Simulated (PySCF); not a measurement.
hydrogen telluride (H₂Te), singlet, geometry from GFN2-xTB (core potentials on Te). Base run: HF/def2-TZVP (PySCF).

Input for PySCF:
```python
from pyscf import gto, scf

mol = gto.M(
    atom='''
Te   -0.00025927    0.04373338    0.00203842
H    -1.13139252   -1.14269398   -0.07705391
H     1.14487465   -1.13144164   -0.02894369
''',
    basis='def2-tzvp',
    ecp={'Te': 'def2-tzvp'},
    verbose=4,
)

mf = scf.RHF(mol)
mf.kernel()
```

The base run was repeated with changes; each row names its change, and settings that it needs were set with it.

```tsv
change	ΔE vs base (mEh)	SCF cycles
base	0.000	10
solver = newton	0.000	-
init_guess = mod_huckel	0.000	8
damp = 0.5; diis_start_cycle = 5	0.000	11
diis_space = 4	0.000	10
init_guess = atom	0.000	9
init_guess = huckel	0.000	8
diis_space = 12	0.000	10
level_shift = 0.3 (with mf.max_cycle = 100)	0.000	13
level_shift = 0.1 (with mf.max_cycle = 100)	0.000	10
diis_space = 2	0.000	13
DIIS = ADIIS	0.000	17
conv_tol = 1e-12	0.000	11
```
